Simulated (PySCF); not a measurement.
# C₆ coefficients of unlike pairs at UHF

Calculated with PySCF 2.14 from the dipole response of each species, C₆(A,B) = (3/π) ∫ α_A(iu) α_B(iu) du, in atomic units, from isotropic polarisabilities. For ions this is the dispersion term alone; charge-induced terms of lower order in 1/R come first.

```
species       configuration                                      basis      relativity  α (bohr³)  C₆ (like pair)
     Cu  [Ar] 3d10 4s1 (2S)  aug-cc-pVTZ-PP with ECP10MDF (6s6p5d3f2g)  core potential      71.56           495.6
   Tc²⁺       [Kr] 4d5 (6S)  aug-cc-pVTZ-PP with ECP28MDF (6s6p5d3f2g)  core potential      8.097           42.88
    S³⁺   [Ne] 3s2 3p1 (2P)                  def2-QZVPPD (10s7p5d2f1g)            none      5.583           15.11
   Be²⁺            1s2 (1S)                    dyall-acv3z (15s9p4d2f)            none    0.05185         0.01109
```

**Question.** Estimate C₆ for Be²⁺ with Tc²⁺.

**Answer.** The integral gives 0.5189. The combination rule 2 C_A C_B / (C_A α_B/α_A + C_B α_A/α_B) gives 0.4739 and the geometric mean 0.6895.

No spin-orbit coupling is included.

The other pairs:

| pair | C₆ |
| --- | --- |
| S³⁺, Tc²⁺ | 24.98 |
| S³⁺, Cu | 69.36 |
| Be²⁺, Cu | 0.9258 |
| Be²⁺, S³⁺ | 0.2669 |
| Tc²⁺, Cu | 107.1 |
